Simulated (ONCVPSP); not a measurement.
# Building the ONCV potential for phosphorus (P) (PBE, non-relativistic).

| Property | Result |
| --- | --- |
| Element | phosphorus |
| Generator | ONCVPSP 4.0.1 |
| Type | optimised norm-conserving Vanderbilt (ONCV) |
| Functional | PBE |
| Relativity | non-relativistic |
| Frozen core | [Ne] |
| Valence charge | 5 |
| Reference configuration | 3s1.75 3p3.25 |
| Partial waves | 3s: rc 1.60 bohr, ncon 3, nbas 6, qcut 5.2 1/bohr, 2 projectors, debl 1 Ha; 3p: rc 1.95 bohr, ncon 5, nbas 9, qcut 4.1 1/bohr, 2 projectors, debl 3.6 Ha; d scattering state at 0.07 Ha: rc 2.05 bohr, ncon 4, nbas 8, qcut 5 1/bohr, 1 projector |
| Local potential | polynomial inside 1.60 bohr (lpopt 5, dvloc0 6 Ha) |
| Core correction | Teter function, fcfact 2, rcfact 1.65 |

Estimate the cutoffs (Ha) at which the residual kinetic energy of the hardest occupied pseudo-wave falls to 1 and 0.1 mHa per electron.

10 Ha and 15 Ha.

What does a ghost test show?

No bound ghost flagged; no localised positive-energy state flagged.

Tests: 3s2 3p3; 3s2 3p2; 3s2 3p1; 3s1 3p4. Which has the largest error in its energy relative to the reference configuration, and how large is it?

3s2 3p1, with +1.2 meV (all-electron minus pseudo) on +26.80 eV.
